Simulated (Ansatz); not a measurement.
## Torsion profile

BNH$_{4}$O$_{2}$ (SMILES NB(O)O), singlet, at its PBE0-D4/def2-TZVP minimum:

N1  (-0.649, 0.947, 0.045)
B2  (0.243, -0.143, -0.048)
O3  (1.545, 0.109, -0.395)
O4  (-0.116, -1.453, 0.190)
H5  (-1.618, 0.874, 0.289)
H6  (-0.338, 1.884, -0.138)
H7  (2.060, -0.699, -0.429)
H8  (-1.035, -1.576, 0.429)
(Å)

The dihedral angle N1–B2–O3–H7 (-180.0° at the minimum) is set to the values below, with the rest relaxed at PBE0-D4/def2-TZVP at each step (the four atoms are held in place, so their three bonds and two angles keep the values of the minimum). Each method's energies count from its own value at the PBE0-D4 minimum structure. Program: Ansatz 0.2.0. Basis: def2-TZVPP. Cores are frozen in the correlated methods. B3LYP uses VWN-RPA correlation.

| dihedral angle (°) | CCSD(T) (eV) | B3LYP-D4 (eV) | HF (eV) |
| --- | --- | --- | --- |
| -150.7 | ? | 0.0621 | 0.0684 |
| -110.7 | 0.2833 | 0.2811 | 0.2897 |
| -70.7 | 0.3383 | 0.3366 | 0.3470 |
| -30.7 | 0.2020 | 0.2069 | 0.2179 |
| 9.3 | 0.1669 | 0.1735 | 0.1805 |
| 49.3 | 0.2648 | 0.2670 | 0.2798 |
| 89.3 | ? | 0.3498 | 0.3575 |
| 129.3 | 0.1750 | 0.1752 | 0.1848 |
| 169.3 | ? | 0.0082 | 0.0095 |

Problem. Fill in the withheld CCSD(T) values. (An estimate is asked for; the value comes from the calculation.)

Solution. The calculation gives: 0.0606 eV at -150.7°; 0.3535 eV at 89.3°; 0.0076 eV at 169.3°. These count from the CCSD(T) energy at the PBE0-D4 minimum.

Largest difference from the CCSD(T) curve over the scan: PBE-D4 0.0090; r2SCAN-D4 0.0032; PBE0-D4 0.0048; wB97M-V 0.0043 eV. Each curve counts from its own value at the minimum.

T1 diagnostic: at most 0.012.

For scale, one of the runs: CCSD(T)/def2-TZVPP, 180 basis functions (an equivalent command: `ansatz run in.yaml --threads 4`). Hardware: 4 CPU threads, shared host. Wall time 28 s; peak host memory 1.9 GiB.
